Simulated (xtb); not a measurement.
Input for xtb: GFN-FF on ClH5Si (a complex), monomers drawn apart or pushed together.

```
$ xtb mol.xyz --gfnff --sp --chrg 0 --uhf 0
7

Cl    -0.06853986    -0.33803311    -0.32481316
H     -0.67544480    -1.32229006     0.22906320
Si     0.00902395     0.10444415     3.03702783
H      0.82492019     1.21396967     2.50016149
H     -1.37198231     0.19550666     2.51204524
H     -0.02618256     0.18206252     4.51579729
H      0.59864494    -1.19246728     2.63367258
```

Task: Predict the final total energy.

Result: -0.5253 hartree.
